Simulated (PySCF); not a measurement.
HLiO, SMILES [Li][OH]. The structure is a stationary point at B3LYP-D3(BJ)/def2-TZVPD. The isomer is the one that the SMILES or the coordinates give; other isomers of the formula were not compared.

Method: PySCF with B3LYP-D3(BJ)/def2-TZVPD.

Harmonic wavenumbers (cm⁻¹): 299, 299, 955, 3982. Rotational constants (GHz): 35.92 (linear); symmetry number 1.

### Question
Work out the zero-point energy and the ideal-gas rigid-rotor harmonic-oscillator thermochemistry at 298.15 K and 1 atm.

### Answer
ZPE = ½ Σ hcν = ½ × 5534 cm⁻¹ = 7.91 kcal/mol. H − E(el) = 10.54 kcal/mol. Entropy in cal/(mol K): translation 35.46, rotation 12.23, vibration 2.96, total 50.65. G − E(el) = -4.56 kcal/mol. Cp = 10.74 cal/(mol K).
